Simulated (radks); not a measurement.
Neutral hydrogen inside a hard spherical wall (all orbitals vanish at R), configuration held at 1s1 and not refilled when levels cross. Method: scalar-relativistic Kohn-Sham, LDA (Slater exchange, Perdew-Wang correlation), spin-unpolarised, spherical densities, point nucleus; without spin polarisation the odd electron is poorly described; computed with a radial shooting solver on a logarithmic mesh with Libxc functionals. Eigenvalues in eV, with the zero of energy where the potential of the charges vanishes at infinity; a dash marks a level that is unbound or too diffuse for the functional's potential to be trusted. A positive occupied level is held by the wall or, in an anion where self-interaction has pushed it up, behind a barrier. The pressure on the wall is -dE/dV.

R (bohr)  E (hartree)  kinetic (hartree)   e(1s)  e(2s, empty)  e(2p, empty)  pressure (GPa)
free         -0.44567              0.425  -6.353             -             -               0
20           -0.44567              0.425  -6.353         0.165         0.413        < 0.0001
15           -0.44567              0.425  -6.353         0.366         0.624        < 0.0001
10           -0.44566              0.425  -6.351         1.226         1.272        0.000310
8            -0.44553              0.426  -6.332         2.446         2.043         0.00699
7            -0.44513              0.429  -6.289         3.693         2.776          0.0339
6            -0.44368              0.438  -6.161         5.892         4.016           0.169
5            -0.43839              0.464  -5.794        10.053         6.284           0.879
2.5          -0.24308              0.953   2.285        61.510        33.249             111
2            -0.01123              1.379  10.309        103.77        55.168             409
1.5           0.58987              2.322  29.645        198.24        104.02            2040
